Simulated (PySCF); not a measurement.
## `FC(F)(C#CCCl)CCl`, C5H4Cl2F2

Geometry (Å), atoms numbered from 1 in this order:
```xyz
13

F    -1.2312   -0.3665   -2.1018
C    -1.1397   -0.6008   -0.7637
F    -1.4504   -1.9279   -0.6229
C     0.2100   -0.3421   -0.2874
C     1.3434   -0.1557    0.0599
C     2.6594    0.1354    0.5532
Cl    2.5530    1.3532    1.8774
C    -2.1970    0.2117   -0.0098
Cl   -1.7294    1.9251    0.0606
H     3.1257   -0.7587    0.9695
H     3.2817    0.5626   -0.2343
H    -3.1535    0.1311   -0.5278
H    -2.2765   -0.1670    1.0094
```

Theory: GIAO HF/pcSseg-1 magnetisability, rotational g tensor and spin-rotation constants, non-relativistic, gas phase (PySCF). Geometry: GFN2-xTB.

Problem. Give the nuclear spin-rotation constants along the inertial axes (H = +C I·J) beside the isotropic shieldings.

Solution. Rotational constants 1.5847, 0.6065, 0.4848 GHz. A star marks the isotopologue with that one atom substituted, in its own axes.
| atom | isotope | Caa (kHz) | Cbb (kHz) | Ccc (kHz) | mean (kHz) | σ (ppm) |
| --- | --- | --- | --- | --- | --- | --- |
| F1 | 19F | 1.333 | 0.591 | 0.375 | 0.766 | 320.7 |
| F3 | 19F | 1.575 | 0.589 | 0.327 | 0.831 | 317.6 |
| Cl7 | 35Cl | 0.211 | 0.064 | 0.124 | 0.133 | 867.4 |
| Cl9 | 35Cl | 0.229 | 0.050 | 0.074 | 0.117 | 931.1 |
| H10 | 1H | -0.136 | -0.017 | -0.029 | -0.061 | 28.0 |
| H11 | 1H | -0.151 | -0.065 | 0.014 | -0.067 | 27.9 |
| H12 | 1H | 0.065 | -0.063 | -0.054 | -0.017 | 28.1 |
| H13 | 1H | -0.159 | -0.066 | 0.015 | -0.070 | 28.4 |
| C2 | 13C* | 0.438 | 0.151 | 0.119 | 0.236 | 88.5 |
| C4 | 13C* | 0.075 | 0.199 | 0.156 | 0.143 | 109.4 |
| C5 | 13C* | 0.076 | 0.204 | 0.171 | 0.150 | 100.0 |
| C6 | 13C* | 0.254 | 0.077 | 0.075 | 0.135 | 162.5 |
| C8 | 13C* | 0.299 | 0.100 | 0.088 | 0.162 | 143.0 |

For the geometry as given, no vibrational averaging.
